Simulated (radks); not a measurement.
The numbers below are computed, except where a source is named.
Problem. These are the eigenvalues of the occupied orbitals of an atom or ion with whole-number occupations (eV). Level of theory: scalar-relativistic Kohn-Sham, LB94 model potential, spin-polarised, spherical densities, finite nucleus; Fermi nuclear charge, rms radius of each element as measured or else 0.836 A^(1/3) + 0.57 fm (a radial shooting solver on a logarithmic mesh with Libxc functionals).

orbital  eigenvalue
1s        -67709.59
2s        -13383.82
2p        -12030.80
3s        -4620.705
3p        -4214.387
3d        -3748.273

Which element is it, and in what charge state? The configuration may be excited. Open shells, if any, are filled with parallel spins first.

Solution. Z = 72, hafnium, charge +44: Hf44+ in [Ar] 3d10. The list shows which subshells hold electrons but not how many an open one holds; the 1s level, -2488.3 hartree, gives Z - s = 70.5 by -(Z - s)^2/2, which with screening and relativity narrows Z to a few neighbours, and the depths of the outer levels then fix element, charge and occupations together.
